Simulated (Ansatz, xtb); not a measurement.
## CH5GeIn: which of two structures lies lower

We compare X, a singlet given by its coordinates, with Y, a singlet given by its coordinates. Both are isolated molecules in the gas phase, relaxed with BLYP-D3(BJ)/def2-SVP.

X (Å):

```xyz
8

C     0.7379   -0.3729    0.9541
Ge   -1.1192    0.2931    0.2269
In    0.6702   -0.3983   -2.1687
H     0.5268   -1.2424    1.6086
H    -1.2101   -0.9103   -0.9707
H     1.1430    0.4465    1.5815
H     1.5767   -0.6897    0.2837
H    -0.4262    1.2378   -1.0051
```

Close contacts (Å): C1–Ge2 2.10, Ge2–In3 3.07, C1–H4 1.11, C1–H6 1.11, C1–H7 1.12, Ge2–H5 1.70, Ge2–H8 1.70, In3–H5 2.29, In3–H8 2.29.

Y (Å):

```yaml
atoms:
  - { symbol: C, position_ang: [-1.0120, -1.3561, -0.4127] }
  - { symbol: Ge, position_ang: [0.1324, 0.3227, -0.1886] }
  - { symbol: In, position_ang: [-0.1969, 1.2603, 2.2749] }
  - { symbol: H, position_ang: [-0.7619, -1.7788, -1.4077] }
  - { symbol: H, position_ang: [-0.8010, -2.1235, 0.3546] }
  - { symbol: H, position_ang: [-0.3188, 2.7511, 3.2970] }
  - { symbol: H, position_ang: [-2.0895, -1.1036, -0.4030] }
  - { symbol: H, position_ang: [1.5400, -0.3714, 0.1739] }
```

Close contacts (Å): C1–Ge2 2.04, Ge2–In3 2.66, C1–H4 1.11, C1–H5 1.11, C1–H7 1.11, Ge2–H8 1.61, In3–H6 1.81.

Q: Which of the two would you expect CCSD(T)/def2-TZVP electronic energies to favour?

A: Structure X; the calculation gives E(Y) − E(X) = +15.5 kcal/mol.

The same difference at several levels:

```tsv
level	geometry	E(Y) − E(X) (kcal/mol)	departure from the last row (kcal/mol)	job, with rough time for the two
GFN2-xTB	GFN2-xTB	+9.3	−6.2	optimisation, 0.32 s
HF/STO-3G	GFN2-xTB	−6.6	−22.2	single point, 0.96 s
r2SCAN-D4/def2-SVP	GFN2-xTB	+19.2	+3.7	single point, 4.2 s
BLYP-D3(BJ)/def2-SVP	BLYP-D3(BJ)/def2-SVP	+20.0	+4.5	optimisation, 47 s
HF/def2-TZVP	BLYP-D3(BJ)/def2-SVP	+14.3	−1.2	part of the CCSD(T) run
MP2/def2-TZVP	BLYP-D3(BJ)/def2-SVP	+17.0	+1.5	part of the CCSD(T) run
CCSD(T)/def2-TZVP	BLYP-D3(BJ)/def2-SVP	+15.5		single point, 2.2 min
```

HF/STO-3G puts the two in the other order. The largest departure from CCSD(T)/def2-TZVP is that of HF/STO-3G, 22.2 kcal/mol.

With harmonic frequencies from BLYP-D3(BJ)/def2-SVP (ideal gas, rigid rotor, one conformer each, 298.15 K, 1 atm): on the last row, ΔE + ΔZPE = +14.7, ΔH = +15.3, ΔG = +14.0 kcal/mol.

The correlated steps freeze 14 core orbitals; the filled d shell of Ge and In is correlated, in a basis made for valence electrons. Atoms past krypton carry core potentials in the def2 sets, other sets are all-electron and non-relativistic, and no spin–orbit term is included. Mirror images aren't counted in ΔG. Codes used: Ansatz 0.2.0, xtb 6.7.1; the last row on 2 threads of Arm Neoverse V1 on a shared host.
